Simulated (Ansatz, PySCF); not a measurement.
Gas-phase reaction (SMILES): CC[N](C)[GeH3] [N-germyl-N-methylethanamine] + H+ → CC[NH+](C)[GeH3]; protonation at N, whose ΔH is minus the proton affinity.

Each molecule is optimised on its own at B3LYP-D3(BJ)/def2-TZVP (Ansatz, a quantum-chemistry and plane-wave program), one conformer each, not searched for the lowest. Valence correlation only, unless marked. Spin-orbit coupling is left out. Frozen are the shells of the preceding noble gas and the d and f shells that filled before the atom's block. No relativistic terms. CBS(X,Y): correlation extrapolated as X^-3; Hartree-Fock from the larger set. Thermal terms are rigid-rotor harmonic-oscillator values from B3LYP-D3(BJ) frequencies (Ansatz or PySCF) at 298.15 K and 1 atm. 1 Eh = 627.5095 kcal/mol. The proton has no electrons: its energy is zero and its thermal terms are those of translation.

```json
[
 {"species": "CC[N](C)[GeH3]", "E, CCSD(T)/CBS(cc-pVTZ,cc-pVQZ) (Ansatz) (Eh)": "-2250.97597", "E, r2SCAN-D4/def2-TZVPD (Ansatz + dftd4) (Eh)": "-2252.62622", "H - E (Eh)": "0.14224"},
 {"species": "H+", "E, CCSD(T)/CBS(cc-pVTZ,cc-pVQZ) (Ansatz) (Eh)": "0.00000", "E, r2SCAN-D4/def2-TZVPD (Ansatz + dftd4) (Eh)": "0.00000", "H - E (Eh)": "0.00236"},
 {"species": "CC[NH+](C)[GeH3]", "E, CCSD(T)/CBS(cc-pVTZ,cc-pVQZ) (Ansatz) (Eh)": "-2251.35681", "E, r2SCAN-D4/def2-TZVPD (Ansatz + dftd4) (Eh)": "-2253.00584", "H - E (Eh)": "0.15748"}
]
```

Task: Work out ΔE and ΔH at 298.15 K at the first level, then ΔH at the second.

Result: 
1. ΔE = [(-2251.35681)] - [(-2250.97597) + (0.00000)] = -0.38084 Eh = -239.0 kcal/mol at CCSD(T)/CBS(cc-pVTZ,cc-pVQZ).
2. The terms H - E add up to 0.01288 Eh, so ΔH = (-0.38084 + (0.01288))×627.5095 = -230.9 kcal/mol.
3. At r2SCAN-D4/def2-TZVPD the same steps give ΔE = -238.2 and ΔH = -230.1 kcal/mol, a shift of +0.8 from the first level.
4. These values are not checked against measurement here, since the tables used lack a sound gas-phase enthalpy of formation for at least one species, or one in the same ion convention.
